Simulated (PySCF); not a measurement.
CH13NSi4, SMILES [SiH3][SiH2][SiH2]CN[SiH3]. Geometry optimised at PBE0-D3(BJ)/def2-SVP. This is a generated structure with no PubChem entry under its InChIKey; it may be hypothetical. Other conformers were not sampled.

Q: Give the equilibrium geometry at PBE0-D3(BJ)/def2-SVP (PySCF confirms it by a frequency run) as a Z-matrix. (The exact figures need the calculation; the answer reports its results.)

A: This is not unique; one that fits is 
```
C
H 1 1.1042
H 1 1.1068 2 104.86
N 1 1.4495 2 109.43 3 -119.65
H 4 1.0136 1 114.36 2 177.47
Si 4 1.7320 5 118.16 1 -162.66
H 6 1.4926 4 106.66 5 -23.13
H 6 1.4966 7 110.73 4 119.18
H 6 1.5018 7 108.46 8 116.53
Si 1 1.9081 2 108.21 3 116.89
H 10 1.4965 1 109.57 2 62.18
H 10 1.4994 11 107.89 1 -117.58
Si 10 2.3486 11 111.38 12 -118.92
H 13 1.4975 10 111.15 11 61.88
H 13 1.4987 14 108.32 10 121.03
Si 13 2.3456 14 109.71 15 118.90
H 16 1.4951 13 112.13 14 -57.39
H 16 1.4962 17 108.84 13 -121.47
H 16 1.4970 17 108.63 18 -117.57
```
